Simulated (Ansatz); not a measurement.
```yaml
crystal:
  periodic: [false, false, false]
  atoms:
    - {symbol: B, position_ang: [-0.646128, 0.175915, -0.116101]}
    - {symbol: N, position_ang: [0.677051, -0.141667, -0.349530]}
    - {symbol: In, position_ang: [1.437702, -0.602408, 1.600376]}
    - {symbol: H, position_ang: [-1.453209, 0.499393, -0.945388]}
    - {symbol: H, position_ang: [1.046555, -0.113592, -1.288974]}
    - {symbol: H, position_ang: [-1.019970, 0.118258, 1.053415]}
basis:
  gaussian: {orbitals: def2-TZVPD}
total_charge: 1
magnetization: {spin_polarized: true, initial_magnetization: 1}
hamiltonian: {xc: {name: PBE-QIDH}}
output: {forces: true}
```

```sh
$ ansatz run in.yaml --threads 2 --pin off --events-out ev --progress --plain --max-ram 4352MiB
```

Shortened log:

```
Functional definition: PBE-QIDH
1210 factors; integrals over basis functions are off by at most 1.3e-3 eV
mean field evaluation 1: about -7353.4485 eV, gradient 5.7e1 eV
mean field evaluation 2: about -7353.4724 eV, gradient 5.7e1 eV
mean field evaluation 4: about -7366.2866 eV, gradient 1.5e1 eV
mean field evaluation 8: about -7367.9278 eV, gradient 6.9e-1 eV
mean field evaluation 16: about -7367.9625 eV, gradient 1.3e-2 eV
mean field -7367.96254471 eV, -270.7676293338 hartree, gradient 7.2e-6 eV, S^2 0.785944; 4 other end points of the search recorded, 0 dependent functions left out
6 core orbitals not correlated: weight in the atoms' cores, before any rotation towards them, 1.000 or more for the frozen orbitals, at most 0.000 for the correlated occupied ones
reference -7367.96255775 eV, -270.7676298128 hartree; 12, 11 occupied and 139, 140 virtual orbitals, 1210 factors
second order -16.69674904 eV of doubles, -0.00000000 eV of singles
Total energy: -7373.52814076 eV, -270.9721612161 hartree
Atom 0 at    -0.646128     0.175915    -0.116101 Å, force    -1.014558     0.108634     1.188857 eV/Å
Atom 1 at     0.677051    -0.141667    -0.349530 Å, force    -0.180966     0.024784     0.171862 eV/Å
Atom 2 at     1.437702    -0.602408     1.600376 Å, force    -0.318554     0.250848    -1.250484 eV/Å
Atom 3 at    -1.453209     0.499393    -0.945388 Å, force     0.484946    -0.121436    -0.048160 eV/Å
Atom 4 at     1.046555    -0.113592    -1.288974 Å, force     0.911847    -0.271108     0.230967 eV/Å
Atom 5 at    -1.019970     0.118258     1.053415 Å, force     0.117286     0.008278    -0.293041 eV/Å
Dipole moment:     0.262890    -0.082554     0.099561 e Å
```

Run time 30 s (2 threads of an Arm Neoverse V1 on a shared host); peak host memory 0.86 GiB.
